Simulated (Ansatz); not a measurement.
Reaction (ligand exchange at the Sn–C bond): `[SnH3][CH]1C[SiH2]1` + `FCS` → `FC[S][SnH3]` + `C1C[SiH2]1`

Computed with Ansatz on PBE0-D4/def2-TZVP structures; ΔE is electronic, products minus reactants. CCSD(T)/CBS adds triple-zeta CCSD(T) − MP2 to the extrapolated MP2 energy (def2 sets, frozen cores). DFT in def2-TZVPP. def2 core potentials past Kr. For Sn outer-core shells are correlated without core-valence functions, which leaves a few kJ/mol of doubt a bond. One conformer a species, not always the lowest.

`[SnH3][CH]1C[SiH2]1`:

Z-matrix (Å, degrees):
```
Sn
C 1 2.122
H 1 1.708 2 110.3
H 1 1.712 2 110.8 3 -121.3
H 1 1.710 2 107.7 3 119.8
C 2 1.549 1 119.3 3 -163.0
Si 2 1.846 1 122.0 3 -85.5
H 2 1.087 1 112.4 3 58.8
H 6 1.086 2 117.2 1 2.6
H 6 1.086 2 116.1 1 -134.0
H 7 1.478 2 119.3 1 144.8
H 7 1.478 2 119.3 1 -4.6
```

`FCS`:

```xyz
6

F    -0.373   -1.409    0.462
C    -0.145   -0.308   -0.330
S     1.078    0.804    0.352
H    -1.095    0.206   -0.478
H     0.251   -0.648   -1.289
H     0.284    1.355    1.284
```

`FC[S][SnH3]`:

```xyz
9

F    -1.324    1.274    0.938
C    -1.303   -0.103    0.955
S    -0.993   -0.811   -0.668
Sn    1.250    0.011   -0.994
H    -2.287   -0.459    1.269
H    -0.542   -0.413    1.674
H     1.970   -1.032   -2.132
H     1.219    1.612   -1.571
H     2.011   -0.078    0.530
```

`C1C[SiH2]1`:

```xyz
9

C     0.892   -0.321    0.169
C    -0.236   -0.301   -0.883
Si   -0.627    0.596    0.684
H     1.789    0.236   -0.077
H     1.108   -1.282    0.623
H    -0.042    0.270   -1.785
H    -0.722   -1.250   -1.086
H    -1.549   -0.021    1.661
H    -0.612    2.074    0.695
```

Question: Is it downhill or uphill in electronic energy at CCSD(T)/CBS, and by how much? (An estimate is asked.)

Answer: Computed: Downhill: ΔE = -62.8 kJ/mol.

Question: What do these levels give: PBE-D4, ωB97M-V, PBE, MP2/def2-TZVPP, CCSD/def2-TZVPP, HF/CBS(def2)? (Best estimate.)

Answer: Computed: PBE-D4 -68.8, ωB97M-V -67.1, PBE -70.3, MP2/def2-TZVPP -57.7, CCSD/def2-TZVPP -60.1, HF/CBS(def2) -73.8 kJ/mol.

Largest T1 diagnostic among the species: 0.013.

In def2-TZVPP, CCSD(T) changes the Hartree–Fock value by +15.2 kJ/mol (the triples alone add +1.2 kJ/mol) and MP2 by +16.4 kJ/mol.
